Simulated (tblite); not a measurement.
A geometry optimisation, step by step.

C4H13GaN2S.
Numbering: `[CH3:1]/[N:2]=[CH:3]/[CH2:4][S:5][CH2:6][GaH2-:7][NH3+:8]` (hydrogens: H9, H10, H11 on C1; H12 on C3; H13, H14 on C4; H15, H16 on C6; H17, H18 on Ga7; H19, H20, H21 on N8)
Bond orders are those of one Lewis drawing.

Computed with GFN2-xTB (tblite), gas phase: L-BFGS steps from a force-field or distance-geometry start until the largest atomic force falls under 0.01 eV/Å. 3 of its 242 geometries are shown.

Step 0: E = -690.8296 eV, largest atomic force 2.958 eV/Å
```
atom  x, y, z in Å  |  force x, y, z in eV/Å
C1     -3.014    1.394    0.010    0.675  -0.500  -0.997
N2     -2.009    0.544    0.608    0.429  -0.969   0.519
C3     -1.972   -0.715    0.372   -1.209   2.273  -0.347
C4     -1.003   -1.666    0.915   -0.664  -0.023   1.704
S5      0.073   -2.256   -0.395    0.029  -1.229  -0.798
C6      1.135   -0.959   -1.092    0.737   1.100   0.571
Ga7     2.483   -0.330    0.279   -0.117  -2.808   0.924
N8      2.645    1.563    0.172    0.226   2.412  -0.153
H9     -3.932    1.455    0.615    0.474  -0.059  -0.210
H10    -2.539    2.388   -0.094   -0.453  -0.354   0.131
H11    -3.238    0.997   -1.024   -0.267   0.464   0.799
H12    -2.756   -1.087   -0.309    0.305  -0.560  -0.073
H13    -0.455   -1.276    1.801    0.009   0.100  -0.663
H14    -1.615   -2.535    1.317    0.923   0.487  -0.771
H15     0.594   -0.122   -1.539   -0.613  -0.310  -0.362
H16     1.746   -1.443   -1.867   -0.532  -0.228  -0.086
H17     1.978   -0.711    1.782    0.422   0.406  -0.473
H18     3.900   -1.042   -0.022   -0.322   0.490   0.207
H19     2.124    1.918   -0.663    0.473  -0.196   0.633
H20     3.650    1.871    0.068   -1.180  -0.131   0.278
H21     2.194    2.026    1.006    0.659  -0.366  -0.831
```

Step 120: E = -691.9054 eV, largest atomic force 0.045 eV/Å
```
atom  x, y, z in Å  |  force x, y, z in eV/Å
C1     -2.655    1.334   -0.144   -0.007   0.009  -0.002
N2     -1.680    0.442    0.402   -0.008   0.022   0.012
C3     -1.888   -0.799    0.403   -0.005   0.001   0.015
C4     -0.857   -1.719    0.925    0.005  -0.003  -0.018
S5      0.101   -2.365   -0.500    0.025  -0.010   0.012
C6      0.823   -0.788   -1.128   -0.008   0.003   0.003
Ga7     2.209   -0.523    0.295    0.008   0.014  -0.007
N8      2.486    1.627    0.323   -0.027   0.019   0.001
H9     -2.997    1.996    0.653    0.012   0.007  -0.011
H10    -2.177    1.950   -0.908   -0.007  -0.006   0.011
H11    -3.521    0.818   -0.581   -0.004   0.007  -0.008
H12    -2.786   -1.260   -0.033    0.010   0.005   0.000
H13    -0.175   -1.189    1.596    0.018  -0.029  -0.025
H14    -1.288   -2.598    1.401    0.001   0.008  -0.006
H15    -0.016   -0.125   -1.352    0.012   0.021  -0.004
H16     1.278   -1.075   -2.084   -0.027  -0.035   0.010
H17     1.952   -0.703    1.807   -0.004   0.005   0.003
H18     3.627   -0.970   -0.130    0.014  -0.010   0.002
H19     2.752    1.992   -0.592    0.003  -0.007   0.017
H20     3.197    1.907    0.996   -0.021   0.007  -0.014
H21     1.604    2.065    0.590    0.008  -0.027   0.008
```

Step 241: E = -692.2740 eV, largest atomic force 0.010 eV/Å
```
atom  x, y, z in Å  |  force x, y, z in eV/Å
C1     -2.147    1.627   -0.213   -0.001   0.001   0.002
N2     -1.257    0.658    0.358   -0.002   0.001  -0.003
C3     -1.617   -0.546    0.494    0.002  -0.007   0.002
C4     -0.688   -1.582    0.976   -0.002   0.000  -0.001
S5     -0.150   -2.484   -0.531   -0.005  -0.002  -0.007
C6      1.003   -1.271   -1.258   -0.001   0.006   0.001
Ga7     2.330   -0.447    0.049    0.003  -0.006   0.004
N8      1.410    1.332    0.674   -0.005  -0.008  -0.002
H9     -2.284    2.436    0.507    0.000   0.003  -0.001
H10    -1.679    2.046   -1.106    0.001  -0.002   0.001
H11    -3.123    1.209   -0.479    0.000   0.001  -0.001
H12    -2.605   -0.898    0.178    0.006  -0.002   0.002
H13     0.202   -1.174    1.462   -0.006  -0.001   0.006
H14    -1.185   -2.321    1.602    0.007   0.004  -0.003
H15     0.400   -0.552   -1.830   -0.003   0.002   0.000
H16     1.544   -1.866   -2.005    0.001  -0.004   0.003
H17     2.589   -1.172    1.395   -0.001   0.003   0.000
H18     3.605    0.122   -0.623    0.002   0.003  -0.004
H19     1.614    2.099    0.035    0.004   0.002  -0.003
H20     1.658    1.642    1.612   -0.001   0.001   0.002
H21     0.372    1.159    0.642    0.002   0.003   0.001
```

**Question.** Summarise the path.

**Answer.** The energy falls by 1.4444 eV from step 0 to step 241; nine tenths of that is first reached at step 157. It rises by more than 0.2 meV at step 139. The largest force goes from 2.958 to 0.010 eV/Å. Among the bonds Ga7–N8 changes most, from 1.903 to 2.098 Å; the atoms move by 1.102 Å rms after alignment.

The cost below is that of the whole relaxation. Hardware: Arm Neoverse N1, one thread, on a shared host. Cost: 3.9 s wall.
